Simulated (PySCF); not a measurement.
3-phenylpyridine (C11H9N), SMILES c1ccc(-c2cccnc2)cc1.

Geometry: PBE0-D3(BJ)/def2-SVP. One conformer was computed; it need not be the lowest.

These are ωB97X/def2-SVP run with PySCF values and carry that method's errors.

Isolated molecule, no solvent.

Computed frontier levels, gap, dipole moment and polarisability:
```
Quantity                                                                                                         Result
---------------------------------------------------------------------------------------------  ------------------------
highest occupied level                                                                                         -8.88 eV
lowest empty level                                                                                              0.87 eV
orbital gap                                                                                                     9.76 eV
dipole moment                                                                                                    2.26 D
quadrupole, principal values (traceless, Buckingham form, about the centre of nuclear charge)  -11.27, -2.74, 14.00 D·Å
mean static polarisability                                                                       117.9 bohr³ (17.47 Å³)
polarisability, principal values                                                               59.5, 116.0, 178.1 bohr³
```
